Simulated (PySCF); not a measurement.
This PySCF input asks for the NMR shieldings of `C(#CC#N)[SiH2][C@H]([SiH3])NC=O`, C5H8N2OSi2; the geometry comes from GFN2-xTB.

```python
import basis_set_exchange as bse
import numpy as np
from pyscf import gto, dft
from pyscf.prop import nmr

atoms = """
N     5.247313    1.055388    1.308405
C     4.199924    0.594756    1.185846
C     2.958190    0.055745    1.031196
C     1.847815   -0.411480    0.884438
Si    0.135059   -1.168860    0.669733
C    -0.457139    0.041361   -0.721107
Si   -0.665183    1.860762   -0.162202
N    -1.715845   -0.435870   -1.256302
C    -2.350446   -1.416202   -0.648674
O    -1.893439   -1.998118    0.327654
H     0.515870   -2.494742    0.186093
H    -0.429050   -0.923402    1.991498
H     0.279525    0.006228   -1.529744
H     0.620067    2.394951    0.262996
H    -1.670859    1.903302    0.899281
H    -1.187412    2.604034   -1.319337
H    -2.121083    0.036662   -2.049505
H    -3.322067   -1.698198   -1.071926
"""
names = dict.fromkeys(["N", "C", "Si", "O", "H"], "pcSseg-1")
basis = {el: gto.basis.parse(bse.get_basis(n, elements=[el], fmt="nwchem")) for el, n in names.items()}
mol = gto.M(atom=atoms, basis=basis, charge=0, verbose=0)
mf = dft.RKS(mol, xc="PBE0")
mf.grids.level = 2
mf.grids.alignment = dft.numint.BLKSIZE   # the property module wants whole blocks of grid points
mf.conv_tol = 1e-9
mf.kernel()

calc = nmr.RKS(mf)   # GIAO
C = mf.mo_coeff
Co = C[:, mf.mo_occ > 0]
resp = mf.gen_response(singlet=True, hermi=2)
def vind(x):   # induced exchange potential for any number of trial vectors
    d = np.einsum("pi,xij,qj->xpq", C, 2 * x.reshape(-1, C.shape[1], Co.shape[1]), Co, optimize=True)
    return np.einsum("xpq,pi,qj->xij", resp(d - d.transpose(0, 2, 1)), C, Co, optimize=True).ravel()
mo1, _ = nmr.rhf.solve_mo1(calc, with_cphf=vind)
sigma = calc.kernel(mo1)
for i, s in enumerate(sigma):   # ppm
    w = np.linalg.eigvalsh((s + s.T) / 2)
    print("%2d %-2s iso %8.1f  s11 %8.1f  s22 %8.1f  s33 %8.1f" % (i, mol.atom_pure_symbol(i), w.mean(), *w))
```

Task: What does it print?

Result: 
```
 0 N  iso    -33.4  s11   -212.7  s22   -208.4  s33    320.8
 1 C  iso     75.3  s11    -32.0  s22    -31.8  s33    289.7
 2 C  iso    103.7  s11     26.3  s22     29.1  s33    255.7
 3 C  iso     81.8  s11    -26.6  s22    -22.9  s33    294.9
 4 Si iso    453.8  s11    378.8  s22    465.2  s33    517.4
 5 C  iso    164.5  s11    130.6  s22    159.2  s33    203.6
 6 Si iso    415.9  s11    385.0  s22    399.2  s33    463.4
 7 N  iso    127.2  s11     24.5  s22    158.7  s33    198.4
 8 C  iso     20.1  s11    -60.6  s22     23.6  s33     97.4
 9 O  iso    -28.2  s11   -272.4  s22   -113.5  s33    301.3
10 H  iso     26.3  s11     21.3  s22     27.0  s33     30.7
11 H  iso     26.5  s11     22.4  s22     26.7  s33     30.4
12 H  iso     29.4  s11     24.4  s22     28.5  s33     35.1
13 H  iso     27.2  s11     22.9  s22     26.8  s33     31.9
14 H  iso     27.8  s11     24.4  s22     26.4  s33     32.6
15 H  iso     27.7  s11     24.2  s22     25.8  s33     33.1
16 H  iso     26.5  s11     21.0  s22     27.1  s33     31.4
17 H  iso     24.0  s11     20.5  s22     23.6  s33     27.8
```

These numbers come from an equivalent density-fitted implementation of the same equations, which agrees with the script to about 0.01 ppm for H and up to a few tenths of a ppm for heavy atoms, so last digits may differ.

Size and cost of the density-fitted run: 224 basis functions, 91 s wall time on 1 thread of an Arm Neoverse N1, shared host; peak memory 1 GiB.
